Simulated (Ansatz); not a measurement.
Total energies of AuF₂⁻ (the lowest singlet isomer of a short search) from Ansatz at r2SCAN-D4/def2-TZVPD, gas phase (1 Eh = 27.2114 eV = 2625.5 kJ/mol). The reference geometry is relaxed at PBE-D4/def2-TZVPD.

```xyz
3

Au    0.000    0.000    0.000
F    -0.739    1.648    0.849
F     0.739   -1.648   -0.849
```

| state | geometry | energy (Eh) |
| --- | --- | --- |
| charge -1 singlet | reference | -335.59956 |
| charge 0 doublet | reference | -335.43548 |
| charge -1 triplet | relaxed at PBE-D4/def2-TZVPD | -335.50093 |
| charge -1 quintet | relaxed at PBE-D4/def2-TZVPD | -335.26370 |

In the def2 sets Au takes a core potential; there is no spin–orbit coupling.

(1) Work out the vertical ionisation energy to the doublet.

(2) Which of the charge -1 states is lowest, and how far above it are the others?

(1) E(charge 0 doublet) − E(charge -1 singlet) = -335.43548 − (-335.59956) = 0.16408 Eh = 4.46 eV. For comparison, −ε of the highest occupied level is 0.92 eV at this level, 3.54 eV less.

(2) The singlet. triplet: -335.50093 − (-335.59956) = 0.09863 Eh = 259.0 kJ/mol; quintet: -335.26370 − (-335.59956) = 0.33586 Eh = 881.8 kJ/mol.

At r2SCAN-D4/def2-TZVPD the highest occupied level of the charge -1 quintet lies above zero (up to 2.33 eV). It is a level of α spin, whose loss leaves a quartet; that state wasn't run at this geometry and level. The electron is either unbound and held by the finite basis, or the level is raised by self-interaction error. 

The structure comes from a short search, and lower isomers may exist.
